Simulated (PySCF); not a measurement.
**Dipole response of K⁺ (potassium, charge +1)**

[Ar], closed-shell 1S. All numbers are calculated (PySCF 2.14, the spin-free X2C one-electron Hamiltonian (Gaussian nucleus), in aug-cc-pwCVTZ-X2C with one added diffuse shell each of s, p, d, f type (10s9p7d4f, 100 functions)). Coupled (time-dependent) response in atomic units; α is the mean over directions.

```tsv
method	mean α (bohr³)	C₆ (like pair)	S(−4)
LC-wPBE	5.543	23.61	5.890
B97-3	5.526	23.54	5.820
```

S(−4) is the Cauchy moment in α(ω) = α(0) + S(−4) ω² + …

α(iu) at B97-3:

```csv
u (hartree),α(iu) (bohr³)
0,5.526
0.0500,5.512
0.100,5.469
0.200,5.304
0.300,5.054
0.500,4.406
0.750,3.552
1.00,2.817
1.50,1.802
2.00,1.216
3.00,0.6441
5.00,0.2670
```

A single London oscillator, α(iu) = α/(1 + u²/ω²), gives C₆ = (3/4) ω α². Matching the computed C₆ needs ω = 4 × 23.54 / (3 × 5.526²) = 1.03 hartree.

For an ion, C₆ is the dispersion term alone; charge-induced terms of lower order in 1/R come first.
